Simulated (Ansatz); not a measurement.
C2H5Te (`CC[Te]`) radical, 8 atoms. Total charge 0; spin multiplicity 2. Correlated methods include outer-core shells of Te, which these sets cover unevenly. Te takes the def2 core potential. All runs use 4 threads of a server CPU on a shared host. Correlated methods freeze the cores. Open-shell runs search over several starts.

(1) How many basis functions does each run have, and how long does it take in Ansatz? UKS r2SCAN-D4/def2-TZVPP energy and forces; UKS ωB97M-V/def2-SVP energy; UKS PBE0-D4/def2-SVP energy; UHF-CCSD(T)/def2-TZVPP energy; UHF-MP2/def2-QZVPP energy; UKS BHLYP-D4/def2-TZVPP energy; UKS r2SCANh-D4/def2-TZVPP energy; UKS ωB97M-V/def2-QZVPP energy; UKS PBE0-D4/def2-TZVP relaxation (6 steps); direct RPA on PBE orbitals/def2-TZVPP energy; UKS PBE0-D4/def2-TZVP frequencies; UHF-CCSD(T)/def2-SVP energy. (An estimate is asked.)

Answers

(1) The calculation gave: Other jobs shared the machine, so times are rough.

```
                                level                   job  functions  wall time  peak host memory (GiB)
                 UKS PBE0-D4/def2-SVP                energy         79      3.3 s                    0.22
                 UHF-CCSD(T)/def2-SVP                energy         79      9.5 s                    0.54
              UKS BHLYP-D4/def2-TZVPP                energy        182       11 s                    0.68
                 UKS ωB97M-V/def2-SVP                energy         79       14 s                    0.38
direct RPA on PBE orbitals/def2-TZVPP                energy        182       14 s                    0.52
             UKS r2SCAN-D4/def2-TZVPP     energy and forces        182       29 s                    0.46
            UKS r2SCANh-D4/def2-TZVPP                energy        182       33 s                    0.69
                   UHF-MP2/def2-QZVPP                energy        346       47 s                     1.5
                UKS PBE0-D4/def2-TZVP  relaxation (6 steps)        142       61 s                    0.52
               UKS ωB97M-V/def2-QZVPP                energy        346       67 s                     1.9
                UKS PBE0-D4/def2-TZVP           frequencies        142      120 s                    0.51
               UHF-CCSD(T)/def2-TZVPP                energy        182    3.6 min                     5.4
```
